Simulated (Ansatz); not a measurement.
Relaxation of Cl2H3OSi (7 atoms, charge 0, multiplicity 2), to a largest force component of 0.03 eV/Å in at most 50 steps.

Level of theory: UKS BLYP-D4/def2-SVP (Ansatz 0.2.0).

```xyz
7
Properties=species:S:1:pos:R:3:forces:R:3
Si -0.023 -0.028 -0.090 -0.02 -0.06 0.27
Cl 0.102 -0.099 2.028 0.03 -0.01 -0.10
O 1.503 -0.057 -0.764 0.08 -0.06 0.04
H 2.061 -0.835 -0.564 -0.06 0.08 -0.04
H -0.634 1.261 -0.503 -0.01 0.03 -0.01
H -0.843 -1.220 -0.474 -0.01 0.01 -0.01
Cl -0.056 0.026 5.259 -0.01 0.01 -0.14
```

Q: Where does it end, and by what steps?

A: The run converged. After 17 steps the energy has fallen by 0.383 eV; Cl7 moved furthest, 2.22 Å.

```json
{"step": "0", "energy less start (eV)": "0.0000", "largest force component (eV/Å)": "0.265", "accepted": "yes"}
{"step": "1", "energy less start (eV)": "-0.0066", "largest force component (eV/Å)": "0.134", "accepted": "yes"}
{"step": "2", "energy less start (eV)": "-0.0383", "largest force component (eV/Å)": "0.401", "accepted": "yes"}
{"step": "3", "energy less start (eV)": "-0.0736", "largest force component (eV/Å)": "0.331", "accepted": "yes"}
{"step": "4", "energy less start (eV)": "-0.1126", "largest force component (eV/Å)": "0.219", "accepted": "yes"}
{"step": "5", "energy less start (eV)": "-0.1507", "largest force component (eV/Å)": "0.260", "accepted": "yes"}
{"step": "6", "energy less start (eV)": "-0.1851", "largest force component (eV/Å)": "0.216", "accepted": "yes"}
{"step": "7", "energy less start (eV)": "-0.2183", "largest force component (eV/Å)": "0.236", "accepted": "yes"}
{"step": "8", "energy less start (eV)": "-0.2501", "largest force component (eV/Å)": "0.171", "accepted": "yes"}
{"step": "9", "energy less start (eV)": "-0.2838", "largest force component (eV/Å)": "0.142", "accepted": "yes"}
{"step": "10", "energy less start (eV)": "-0.3151", "largest force component (eV/Å)": "0.082", "accepted": "yes"}
{"step": "11", "energy less start (eV)": "-0.3392", "largest force component (eV/Å)": "0.094", "accepted": "yes"}
{"step": "12", "energy less start (eV)": "-0.3586", "largest force component (eV/Å)": "0.120", "accepted": "yes"}
{"step": "13", "energy less start (eV)": "-0.3719", "largest force component (eV/Å)": "0.172", "accepted": "yes"}
{"step": "14", "energy less start (eV)": "-0.3759", "largest force component (eV/Å)": "0.325", "accepted": "yes"}
{"step": "15", "energy less start (eV)": "-0.3711", "largest force component (eV/Å)": "0.350", "accepted": "no"}
{"step": "16", "energy less start (eV)": "-0.3822", "largest force component (eV/Å)": "0.068", "accepted": "yes"}
{"step": "17", "energy less start (eV)": "-0.3833", "largest force component (eV/Å)": "0.029", "accepted": "yes"}
```

```xyz
7
Properties=species:S:1:pos:R:3
Si 0.209 0.013 0.439
Cl 1.324 -0.442 2.223
O 1.264 -0.037 -0.853
H 1.574 -0.914 -1.146
H -0.247 1.418 0.544
H -0.851 -1.032 0.350
Cl -1.164 0.042 3.335
```

Whether the end is a true minimum wasn't checked by a vibrational analysis.

Time of the run: 53 s on 2 threads of Arm Neoverse V2 (shared host), peak memory 0.18 GiB.
